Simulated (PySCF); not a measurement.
CH₈FNSi₂, SMILES C(F)[SiH2][SiH2]N.

Geometry: ωB97X-D3(BJ)/def2-SVP. The structure was generated by enumeration, and PubChem lists no compound with its InChIKey, so it may never have been made. One conformer was computed; it need not be the lowest.

Two levels are set side by side: TDDFT-PBE/def2-SVPD (PySCF) and TDDFT-PBE0/def2-SVPD (PySCF). Vertical, same geometry. The lowest singlet is HOMO→LUMO 99 % with PBE and HOMO→LUMO 98 % with the other functional; states are paired by order. Differences are taken from unrounded values.

```json
[
 {"quantity": "lowest singlet excitation (eV)", "TDDFT-PBE0": "5.64", "TDDFT-PBE": "4.89", "TDDFT-PBE minus TDDFT-PBE0": "-0.76"},
 {"quantity": "lowest triplet excitation (TDA) (eV)", "TDDFT-PBE0": "5.27", "TDDFT-PBE": "4.66", "TDDFT-PBE minus TDDFT-PBE0": "-0.62"}
]
```

Functionals without exact exchange tend to place singlet excitations lower, as here. Differences between two approximate levels are no errors against the true value.

Rough cost on one machine, each run with all the roots and properties that it gave: TDDFT-PBE0 against TDDFT-PBE about 4 times.
